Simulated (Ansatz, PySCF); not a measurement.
Process, species as SMILES: C=C[SiH](C=C)C=C + 9 [H][H] (H2) -> 6 C (CH4) + [SiH4] (SiH4)
Each molecule is optimised on its own at B3LYP-D3(BJ)/def2-TZVP (Ansatz, a program for electronic structure), one conformer each, not searched for the lowest.

Wanted: energy of full hydrogenation (0 K, with B3LYP-D3(BJ) harmonic zero-point energies from PySCF), in kJ/mol. Cores are frozen in the correlated levels unless marked. Spin-orbit coupling is left out. Non-relativistic. Basis-set limits of correlation are two-point, X^-3; Hartree-Fock from the larger set.

Level to compare with: CCSD(T)/CBS(cc-pV(T+d)Z,cc-pV(Q+d)Z) (Ansatz), -592.2 kJ/mol. It is a level with limits of its own, and the differences hold the functionals' basis error too.

Q: Rank these functionals by how close they come to CCSD(T)/CBS(cc-pV(T+d)Z,cc-pV(Q+d)Z), closest first: B3LYP/def2-TZVPD (Ansatz); CAM-B3LYP/def2-TZVPD (Ansatz); HSE06/def2-TZVPD (Ansatz).

A: B3LYP/def2-TZVPD (global hybrid, -626.6 kJ/mol, difference -34.4), CAM-B3LYP/def2-TZVPD (range-separated hybrid, -659.9 kJ/mol, difference -67.7), HSE06/def2-TZVPD (screened hybrid, -666.6 kJ/mol, difference -74.4)
